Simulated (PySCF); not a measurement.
**Assignment exercise: C5H11NO2Si**

Bonds: C1-C2, C2-C3, C3-C4, C4-N5, C3-C6, C6-O7, O7-Si8, Si8-O9, O9-C3. C1 carries H10, H11, H12; C2 carries H13, H14; C4 carries H15; N5 carries H16; C6 carries H17, H18; Si8 carries H19, H20.

- PBE0/pcSseg-1 with gauge-including orbitals
- GFN2-xTB structure
- code: PySCF 2.14.0 with density-fitted response routines
- gas phase, no relativistic terms, fast rotation and ring inversion assumed for equivalent nuclei, one conformer

δ = σ(ref) − σ, references computed at the same level: 13C (σref 186.93), 1H (σref 31.72) against TMS.

**Question.** Assign these signals to the numbered atoms. 13C{1H} NMR (computed): δ 193.3 (CH), 85.6 (C), 80.2 (CH2), 40.9 (CH2), 10.9 (CH3).

**Answer.** 
```tsv
δ (ppm)	atoms	environment	reason
193.3	C4	carbon bonded to C, N, H	–
85.6	C3	carbon bonded to 3 C, O	–
80.2	C6	carbon bonded to C, O, 2 H	–
40.9	C2	carbon bonded to 2 C, 2 H	–
10.9	C1	carbon bonded to C, 3 H	–
```

**Question.** Assign these signals to the numbered atoms. 1H NMR (300 MHz, computed): δ 11.54 (br s, 1H), 8.93 (s, 1H), 5.14 (m, 1H), 5.10 (m, 1H), 4.91 (d, 1H), 3.92 (d, 1H), 2.01 (m, 1H), 1.59 (m, 1H), 1.19 (m, 3H).

**Answer.** 
| δ (ppm) | atoms | environment | reason |
| --- | --- | --- | --- |
| 11.54 | H16 | hydrogen on a nitrogen bonded to C | – |
| 8.93 | H15 | hydrogen on a carbon bonded to C, N | – |
| 5.14 | H19 | hydrogen on a silicon bonded to 2 O | – |
| 5.10 | H20 | hydrogen on a silicon bonded to 2 O | – |
| 4.91 | H18 | hydrogen on a carbon bonded to C, O | – |
| 3.92 | H17 | hydrogen on a carbon bonded to C, O | – |
| 2.01 | H14 | hydrogen on a carbon bonded to 2 C | – |
| 1.59 | H13 | hydrogen on a carbon bonded to 2 C | – |
| 1.19 | H10/H11/H12 | hydrogen on a carbon bonded to C | – |

H19 and H20 lie closer than the usual error of such a calculation, so a measured spectrum could show them in the other order.

OH/NH shifts are gas-phase values; hydrogen bonding in solution moves them, usually downfield. Shifts are as computed. Against solution values, carbons near 30 ppm lie about +3 ppm off and those near 130 ppm about +5 ppm. Of 1211 compounds with measured shifts, 218 miss one by over three times the rms of a fit or turn the order of signals round; such compounds aren't used in these exercises. Multiplicities follow the n + 1 count of equivalent neighbours, as no J values were calculated; m marks all less simple cases, F and P coupling included.
